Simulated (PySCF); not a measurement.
**Tl²⁺: ionisation energy**

Tl²⁺ [Xe] 4f14 5d10 6s1 (2S) → Tl³⁺ [Xe] 4f14 5d10 (1S), as a difference of total energies. Calculation: PySCF 2.14, in def2-TZVP with the def2 core potential (60 electrons) (6s5p3d2f, 50 functions); scalar relativity through the core potential. The calculations carry no spin-orbit coupling.

```
method  ionisation energy (eV)
   UHF                  28.152
r2SCAN                  30.118
  TPSS                  30.004
```

For comparison: 29.852 eV (measured; NIST Atomic Spectra Database, ionization energies).
